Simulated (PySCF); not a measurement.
Ionisation energy of Tb⁵⁰⁺ by level of theory

Tb⁵⁰⁺ [Ne] 3s2 3p3 [3p1/2^2 3p3/2^1, M_J = 3/2] → Tb⁵¹⁺ [Ne] 3s2 3p2 [3p1/2^2, M_J = 0], as a difference of total energies. All numbers are calculated (PySCF 2.14, the two-component X2C-1e Hamiltonian, in an even-tempered Gaussian basis (18 s from 13 bohr⁻², ratio 2.4; 14 p from 17 bohr⁻², ratio 2.4; 4 d from 60 bohr⁻², ratio 2.6; 4 f from 90 bohr⁻², ratio 2.6)). Correlated levels: 1s2 frozen; the 54 highest virtual spinors dropped. "Screened" scales the spin-orbit matrix elements by Boettger's factors to mimic the two-electron term; Breit and QED terms are absent.

```
                    method  ionisation energy (eV)
           GHF (spin-free)                  4535.6
          GMP2 (spin-free)                  4536.1
 GHF (screened spin-orbit)                  4462.8
GMP2 (screened spin-orbit)                  4463.2
```

Breit and QED terms and the two-electron picture change are absent.

The spin-free rows relax to the high-spin LS determinant and lack the spin-orbit shift.

The labels give the starting determinants; with spin-orbit coupling the two ends relaxed to ⟨J²⟩ = 3.75, ⟨L²⟩ = 2.51, ⟨S²⟩ = 1.52 and ⟨J²⟩ = 0.00, ⟨L²⟩ = 1.34, ⟨S²⟩ = 1.34.

For comparison: 4460 ± 4 eV (theoretical estimate listed by NIST; NIST Atomic Spectra Database, ionization energies).
